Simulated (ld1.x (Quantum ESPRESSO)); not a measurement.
**Plane-wave convergence, TM potential for In (Z = 49)**

```json
{
 "Element": "In (Z = 49)",
 "Generator": "ld1.x (Quantum ESPRESSO) 7.5",
 "Type": "norm-conserving Troullier–Martins (Kleinman–Bylander form)",
 "Functional": "PBE",
 "Relativity": "scalar-relativistic",
 "Frozen core": "[Kr] 4d10",
 "Valence charge": "3",
 "Reference configuration": "5s2 5p1",
 "Partial waves": "5p (bound): rc 2.35 bohr; 5d channel at 0.25 Ry: rc 2.25 bohr; 5s (bound): rc 1.95 bohr",
 "Local potential": "the s channel",
 "Core correction": "none"
}
```

The pseudo-atom Hamiltonian at the reference potential is diagonalised in spherical Bessel functions j_l(qr) that vanish at 20 bohr, with q² up to the cutoff. All-electron valence levels (Ry): 5p -0.1851, 5s -0.6035.

**Question.** How do the lowest levels (Ry) of each channel move with the cutoff, and are there ghosts?

**Answer.**

```csv
cutoff (Ry),p #1,d #1,s #1,f #1,f #2,Σ f·Δε (mRy)
8,-0.1827,0.0396,-0.5945,0.0989,0.2199,20.5
10,-0.1843,0.0395,-0.5969,0.0989,0.2199,14.1
15,-0.1849,0.0391,-0.5978,0.0989,0.2199,11.6
18,-0.1849,0.0387,-0.6005,0.0989,0.2199,6.2
21,-0.1850,0.0383,-0.6020,0.0989,0.2199,3.0
25,-0.1851,0.0378,-0.6029,0.0989,0.2199,1.3
35,-0.1851,0.0323,-0.6032,0.0989,0.2199,0.7
40,-0.1851,-0.0040,-0.6033,0.0989,0.2199,0.4
400,-0.1851,-2.3548,-0.6035,0.0989,0.2199,0.0
```

Result: ghost state, extra bound levels that the all-electron valence spectrum of the same l lacks: d at -32.0 eV (a true bound ghost makes a file unfit for plane-wave use); 10 mRy is reached at 18 Ry and 1 mRy at 30 Ry.
